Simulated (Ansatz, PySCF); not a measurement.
C4H7BF2, SMILES FB1CCC[C@H]1F. Atoms are numbered in the order given.

```xyz
14

F      1.7188     1.3206     0.5475
B      0.8176     0.4779     0.0745
C      1.0962    -0.9303    -0.5545
C     -0.3105    -1.5364    -0.6943
C     -1.2570    -0.3403    -0.8768
C     -0.7620     0.7319     0.0769
F     -1.1361     0.3892     1.3877
H      1.5349    -0.7340    -1.5543
H      1.8286    -1.5576    -0.0244
H     -0.5768    -2.0634     0.2357
H     -0.3971    -2.2681    -1.5118
H     -1.1711     0.0540    -1.9057
H     -2.3180    -0.5862    -0.7111
H     -1.1539     1.7394    -0.1329
```
Charge 0, spin multiplicity 1.

Geometry: PBE0-D3(BJ)/def2-SVP. The structure was generated by enumeration; whether it is a known compound was not checked. Other conformers were not sampled.

Two levels are set side by side: PBE-D3(BJ)/def2-SVP (Ansatz, an electronic-structure program) and PBE0-D3(BJ)/def2-SVP (Ansatz). Each level has its own optimised geometry; the coordinates shown are those of the second. Frequencies come from the Hessian of PySCF at each geometry. Differences are taken from unrounded values.

```tsv
quantity	PBE0-D3(BJ)	PBE-D3(BJ)	PBE-D3(BJ) minus PBE0-D3(BJ)
mean bond length (Å)	1.300	1.310	0.009
bond F1–B2 (Å)	1.321	1.333	0.012
bond B2–C3 (Å)	1.567	1.574	0.006
bond B2–C6 (Å)	1.600	1.604	0.004
bond C3–C4 (Å)	1.538	1.548	0.010
bond C4–C5 (Å)	1.536	1.546	0.010
bond C5–C6 (Å)	1.518	1.525	0.007
bond C6–F7 (Å)	1.406	1.429	0.024
bond C3–H8 (Å)	1.109	1.118	0.009
bond C3–H9 (Å)	1.100	1.109	0.008
bond C4–H10 (Å)	1.102	1.109	0.008
bond C4–H11 (Å)	1.101	1.109	0.008
bond C5–H12 (Å)	1.105	1.114	0.009
bond C5–H13 (Å)	1.102	1.110	0.008
bond C6–H14 (Å)	1.101	1.110	0.009
highest harmonic wavenumber (cm⁻¹)	3139	3049	-90
mean harmonic wavenumber (cm⁻¹)	1350	1304	-46
zero-point energy (kcal/mol)	69.50	67.13	-2.37
```

Exact exchange shortens and stiffens bonds; PBE has none. Differences between two approximate levels are no errors against the true value.
